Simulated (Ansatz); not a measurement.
System: CsCl, charge -1, multiplicity 2. 
Coordinates optimised at B3LYP-D3(BJ)/def2-TZVP (Ansatz, a program for electronic structure):
```xyz
2

Cs     0.0000     0.0000    -0.7361
Cl     0.0000     0.0000     2.3815
```
Charge -1, spin multiplicity 2.

Parts of the frozen-core correlation energy in def2-SVP (Ansatz, hartree). Frozen orbitals: 9; correlated occupied orbitals by spin: 5 and 4; virtual: 28 and 29. Open shells are spin-unrestricted. No spin-orbit coupling. Past Kr the def2 sets carry scalar-relativistic core potentials.

```json
[
 {"term": "reference (HF)", "value": "-479.30270"},
 {"term": "MP2 opposite-spin", "value": "-0.09957"},
 {"term": "MP2 same-spin", "value": "-0.03677"},
 {"term": "CCSD correlation", "value": "-0.14814"},
 {"term": "(T)", "value": "-0.00192"},
 {"term": "CCSDT minus CCSD(T)", "value": "-0.00019"},
 {"term": "CCSDT(Q) minus CCSD(T)", "value": "-0.00040"},
 {"term": "T1 diagnostic", "value": "0.009"},
 {"term": "largest doubles amplitude", "value": "0.038"},
 {"term": "<S^2> of the reference", "value": "0.750"}
]
```
